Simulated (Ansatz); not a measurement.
The same path of a periodic cell of 17 atoms, Li (host Li, host structure bcc, interstitial Li) was run twice with different band settings. Lost on the way: Li3–Li16, Li4–Li5, Li5–Li11, Li6–Li17, Li9–Li17. Made: Li4–Li17, Li5–Li6, Li5–Li10, Li7–Li11.

These are results of DFT PBE-D3(BJ), scalar-relativistic, plane waves, PAW in Ansatz 0.2.0, not measurements. Settings: cutoff 420 eV, k mesh 3x3x3, gaussian smearing 0.05 eV, no spin polarisation.

Relaxed end points:

```xyz
17
Lattice="6.9800 0.0000 0.0000 0.0000 6.9800 0.0000 0.0000 0.0000 6.9800" Properties=species:S:1:pos:R:3
Li 0.015 -0.135 0.115
Li 3.203 -0.004 0.208
Li -0.263 3.921 -0.770
Li -0.155 -0.048 3.404
Li 2.210 1.434 2.544
Li 3.302 3.482 -0.053
Li 3.843 -0.345 3.293
Li 5.088 1.774 1.592
Li -0.150 3.402 3.499
Li 1.682 5.071 1.821
Li 1.704 1.601 5.252
Li 3.636 3.548 3.657
Li 5.283 4.947 1.544
Li 5.129 1.601 5.332
Li 1.797 5.405 5.032
Li 4.918 5.544 5.422
Li 0.720 2.434 0.896
```

```xyz
17
Lattice="6.9800 0.0000 0.0000 0.0000 6.9800 0.0000 0.0000 0.0000 6.9800" Properties=species:S:1:pos:R:3
Li -0.403 -0.830 -0.472
Li 3.376 -0.062 0.089
Li -0.119 3.459 0.056
Li 0.044 0.157 3.639
Li 2.144 2.488 1.966
Li 3.692 3.697 -0.046
Li 3.200 0.219 3.419
Li 5.134 1.656 1.760
Li -0.128 3.421 3.635
Li 1.682 5.217 1.905
Li 1.753 1.790 5.435
Li 3.745 3.308 3.794
Li 5.203 5.310 1.917
Li 5.236 1.549 5.494
Li 1.800 5.116 5.151
Li 4.849 5.439 4.838
Li 0.682 0.782 0.978
```

Common settings: spring 5.0 eV/Å²; force threshold 0.05 eV/Å; end points relaxed.

| run | movable images | climbing image | optimiser | start path | iteration limit |
| --- | --- | --- | --- | --- | --- |
| 1 | 5 | yes | lbfgs | IDPP | 68 |
| 2 | 4 | no | quadratic models (default) | default | 50 |

Question: What does each run give, and how far can it be trusted?

Answer: Run 1: converged after 35 iterations, highest image 0.008 eV above the first end. The top lies less than 8 meV above the higher end, about what the thresholds resolve: that end is a shoulder or a very shallow well. By the program's own check the climbing image is of a kind that is not told: the force calls were inconclusive, a negative curvature could not be distinguished from the path's own, the only one lies far off the path, or fixed occupations may fill a level only in part (lowest curvatures found: -0.03 and 0.01 eV/Å²).
Run 2: converged after 4 iterations, highest image 0.024 eV above the first end. No image climbed, so the highest image needn't sit at the top of the path.
Limits of this set-up: coarse k mesh.
